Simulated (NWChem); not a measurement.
**Lowest excitation of I₂Pb**

```xyz
3

Pb     0.0000     0.0000    -1.0068
I     -2.1936     0.0000     0.7788
I      2.1936     0.0000     0.7788
```
Charge 0, spin multiplicity 1.

Everything below was run with NWChem. All single points use one geometry, from PBE0/def2-SVP with def2 effective core potentials on I, Pb, a minimum by its harmonic frequencies.

Basis set: def2-SVP. The methods don't all put a state of the same symmetry lowest.

```tsv
method	lowest vertical singlet excitation energy (eV)	relative cost	difference from EOM-CCSD
TD-PBE0	2.74	under 3	-0.22
EOM-CCSD	2.97	4	0.00
TD-B3LYP	2.54	under 3	-0.43
TD-PBE	2.30	under 3	-0.66
CIS	3.44	1	+0.47
```

The values span 1.14 eV, from TD-PBE (lowest) to CIS (highest). The cost column gives rough processor time relative to CIS; each entry includes its own SCF.

Effective core potentials replace the inner electrons of I, Pb; spin-orbit coupling is left out. The correlated methods keep 12 core orbitals frozen. B3LYP has NWChem's definition, with VWN1-RPA local correlation. The structure started from a generated list of species. No row is a measurement; the coupled-cluster row has its own basis-set and correlation limits.
